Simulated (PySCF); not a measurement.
CH6BClSi.

```xyz
10

B     -0.0129    -0.2237     0.3632
Cl     1.6347    -0.2763    -0.2878
C     -0.3494    -0.9844     1.6829
H     -1.0862    -1.7769     1.4471
H     -0.8731    -0.3152     2.3893
H      0.5143    -1.4449     2.1846
Si    -1.3627     0.8467    -0.7156
H     -2.7373     0.7957    -0.1288
H     -1.4327     0.3297    -2.1168
H     -0.9376     2.2794    -0.7774
```
Charge 0, spin multiplicity 1.

Coordinates come from a B3LYP-D3(BJ)/def2-SVP optimisation. The structure was generated by enumeration, and PubChem lists no compound with its InChIKey, so it may never have been made.

Calculation: KT2/pcSseg-1 (PySCF). Non-relativistic, no solvent.

Computed absolute GIAO shielding of each atom: isotropic value and principal components (ppm):
```json
[
 {"atom": "B1", "σ(iso)": "10.4", "σ11": "-76.3", "σ22": "6.3", "σ33": "101.2", "span": "177.5"},
 {"atom": "Cl2", "σ(iso)": "523.7", "σ11": "170.6", "σ22": "455.0", "σ33": "945.6", "span": "775.0"},
 {"atom": "C3", "σ(iso)": "157.0", "σ11": "126.3", "σ22": "162.5", "σ33": "182.1", "span": "55.8"},
 {"atom": "H4", "σ(iso)": "29.7", "σ11": "26.7", "σ22": "28.4", "σ33": "33.9", "span": "7.2"},
 {"atom": "H5", "σ(iso)": "29.4", "σ11": "26.3", "σ22": "28.5", "σ33": "33.5", "span": "7.1"},
 {"atom": "H6", "σ(iso)": "29.8", "σ11": "26.2", "σ22": "28.9", "σ33": "34.2", "span": "8.0"},
 {"atom": "Si7", "σ(iso)": "468.6", "σ11": "443.0", "σ22": "467.9", "σ33": "494.8", "span": "51.8"},
 {"atom": "H8", "σ(iso)": "27.7", "σ11": "24.5", "σ22": "26.3", "σ33": "32.4", "span": "7.9"},
 {"atom": "H9", "σ(iso)": "27.6", "σ11": "24.5", "σ22": "26.3", "σ33": "32.0", "span": "7.5"},
 {"atom": "H10", "σ(iso)": "27.6", "σ11": "24.6", "σ22": "26.2", "σ33": "32.0", "span": "7.3"}
]
```
